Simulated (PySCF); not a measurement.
C2H6BFO.

```xyz
11

C      1.5990    -0.2427    -0.4409
B      0.3595     0.1700     0.4190
F      0.5259     0.7204     1.6319
C     -1.1382     0.0066    -0.0616
O     -1.1933    -0.5853    -1.3451
H      1.4190    -1.2127    -0.9303
H      1.6921     0.4883    -1.2650
H      2.5439    -0.2598     0.1215
H     -1.6752    -0.5911     0.7073
H     -1.6123     1.0122    -0.0357
H     -2.1162    -0.6722    -1.6042
```
Charge 0, spin multiplicity 1.

Coordinates come from a ωB97X-D3(BJ)/def2-SVP optimisation. This is a generated structure with no PubChem entry under its InChIKey; it may be hypothetical. One conformer was computed; it need not be the lowest.

All values below come from PBE/pcSseg-1 in PySCF. Non-relativistic, no solvent.

Computed absolute GIAO shielding of each atom: isotropic value and principal components (ppm):
```csv
atom,σ(iso),σ11,σ22,σ33,span
C1,175.2,153.7,181.6,190.4,36.6
B2,31.2,-40.6,56.8,77.4,118.1
F3,172.8,-8.7,70.1,456.8,465.5
C4,116.9,93.1,99.2,158.4,65.3
O5,321.9,282.6,294.0,389.0,106.4
H6,29.8,25.8,29.5,34.2,8.4
H7,30.5,26.8,28.8,35.8,9.0
H8,30.8,27.3,28.4,36.6,9.3
H9,27.4,23.1,26.9,32.4,9.3
H10,27.4,23.1,26.9,32.2,9.1
H11,31.7,21.5,29.2,44.3,22.9
```
